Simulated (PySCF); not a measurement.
Correlation energy of Si (silicon, neutral)

[Ne] 3s1 3p3, high-spin 5S determinant (an excited configuration). Calculation: PySCF 2.14, in x2c-TZVPPall (5s5p3d1f, 42 functions); scalar relativity by spin-free X2C-1e. Frozen: 1s2; 12 electrons correlated.

| level | correlation energy (mhartree) |
| --- | --- |
| CCSD | -179.64 |
| (T) | -1.63 |
| CCSD(T) | -181.27 |

Diagnostics: T1 = 0.0028, D1 = 0.0073, largest double amplitude 0.066.

Problem. Is a single reference adequate?

Solution. Yes: T1 lies below 0.03 and no double amplitude reaches 0.07.

This basis was not built for core-valence correlation, so the inner-shell part is incomplete.
